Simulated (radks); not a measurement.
Values are calculated unless marked as measured or tabulated.
Question: Radial electron density D(r) = 4 pi r^2 rho(r) of an atom or ion with 36 electrons. Level of theory: scalar-relativistic Kohn-Sham, exchange-only LDA, spin-polarised, spherical densities, finite nucleus; Fermi nuclear charge, rms radius of each element as measured or else 0.836 A^(1/3) + 0.57 fm (a radial shooting solver on a logarithmic mesh with Libxc functionals).

r (bohr),D(r) (e/bohr),spin D(r)
0.001359,0.9337,-0.00000812
0.001827,1.595,-0.0000136
0.002476,2.730,-0.0000222
0.003329,4.532,-0.0000340
0.004511,7.456,-0.0000469
0.006065,11.75,-0.0000475
0.00822,18.00,0.00000978
0.01105,25.84,0.000250
0.01498,34.82,0.00104
0.02014,42.41,0.00313
0.02729,46.08,0.00837
0.03669,44.09,0.0192
0.04973,39.32,0.0386
0.06686,39.30,0.0629
0.09061,47.87,0.0765
0.1218,55.41,0.0539
0.1651,48.69,0.00308
0.222,34.62,0.0105
0.3008,33.19,0.126
0.4045,39.17,0.175
0.5481,31.10,0.0351
0.737,15.18,0.0532
0.9988,7.428,0.487
1.343,6.129,0.812
1.82,3.829,0.580
2.447,1.331,0.241
3.316,0.3746,0.209
4.458,0.2780,0.267
6.042,0.1672,0.167
8.124,0.04056,0.0406
11.01,0.002871,0.00287

What is the nuclear charge?

Answer: Z = 37. The innermost maximum, from 1s, lies near gamma/Z bohr with gamma = sqrt(1 - (Z/c)^2) = 0.963, here 0.026 bohr (found: 0.0284), and its height grows with Z. The density is that of the rubidium ion Rb+ in [Ar] 3d10 4s2 4p5 5p1; the configuration itself is not fixed sharply by these data, and Z only to a few units. D(r) has 3 maxima, at r = 0.0284, 0.126, 0.411 bohr, and minima at 0.0584, 0.263 bohr, inside which lie 2.07, 11.02 electrons.
